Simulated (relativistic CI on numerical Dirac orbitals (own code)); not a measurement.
**Ag: sensitivity of the levels to the model**

Base calculation: Dirac-Coulomb-Breit CI, orbitals from a KLI potential per configuration, a model potential for QED, valence Slater integrals scaled by 0.85, P86 correlation energy added to each configuration.

CI space (outside the closed core [Kr]): 4d10 5s, 4d10 5p, 4d9 5s2, 4d10 6s, 4d10 6p, 4d10 5d, 4d10 7s, 4d10 7p, 4d10 6d, 4d10 4f, 4d10 8s, 4d10 5g, 4d10 5f, 4d10 8p, 4d10 7d, 4d10 9s, 4d10 9p. Levels of other configurations are missing.

Variants: (1) Slater integrals left unscaled; (2) self-excluded LDA correlation estimate; (3) configuration mixing switched off; (4) one mean potential for all configurations. Shifts of the energy above 4d10 5s 2S_1/2, in cm⁻¹, for the lowest level and the first level of each name with at least 55 % of one term (blank where a level changes its place among those of its configuration and J or its character, or is not in the variant):

```csv
Level,Base,Δ(1),Δ(2),Δ(3),Δ(4),Measured
4d10 5s 2S_1/2,0.0,0.0,0.0,0.0,0.0,0.0
4d10 5p 2P°_1/2,25775.3,0.0,+1264.7,-44.8,+433.0,29552.1
4d10 5p 2P°_3/2,26325.9,0.0,+1264.0,-57.5,+409.6,30472.7
4d9 5s2 2D_5/2,32337.2,-22.2,+461.4,-44.5,+7268.7,30242.3
4d10 6s 2S_1/2,36114.5,0.0,+3164.7,-95.1,+1344.1,42556.2
4d9 5s2 2D_3/2,36623.4,+14.2,+466.9,-32.9,+7662.0,34714.3
4d10 5d 2D_3/2,41336.0,+7.7,+3248.4,-79.6,+1661.0,48744.0
4d10 5d 2D_5/2,41339.6,+3.9,+3253.4,-70.0,+1746.9,48764.2
4d10 6p 2P°_1/2,42186.7,0.0,+2447.5,-58.3,+1139.6,48297.4
4d10 6p 2P°_3/2,42246.7,0.0,+2448.2,-59.9,+1222.8,48500.8
4d10 7s 2S_1/2,45234.0,0.0,+2781.3,-73.7,+1768.5,51887.0
4d10 6d 2D_3/2,47524.1,+1.8,+2549.8,-64.5,+1761.1,54203.1
4d10 6d 2D_5/2,47529.3,+1.3,+2550.1,-63.1,+1760.1,54213.6
4d10 7p 2P°_1/2,47811.1,0.0,+2315.5,-64.5,+1496.2,54041.0
```

Correlation outside the listed configurations is missing or only estimated: errors of thousands of cm⁻¹ between configurations and terms are usual at this charge. Rates and lifetimes follow the computed energies and can be off by large factors. The fine structure of a lone outer electron comes out too small, for d and f at times inverted, and misplaced configurations move strength between like terms. 15 of the 15 excited levels that our extract of the measured tables holds in this range could be paired (the sources list more); they are missed by 5575 cm⁻¹ on average and 7425 at most, and levels without a partner can miss by more.

Measured levels: NIST Handbook of Basic Atomic Spectroscopic Data (Sansonetti and Martin, J. Phys. Chem. Ref. Data 34, 1559 (2005)).

Ionisation energy from the two ground configurations alone: base 6.877 eV; self-excluded LDA correlation estimate 7.055 eV. The NIST ASD value (measured) is 7.57623 eV. The gap of more than 2 % comes from missing correlation.
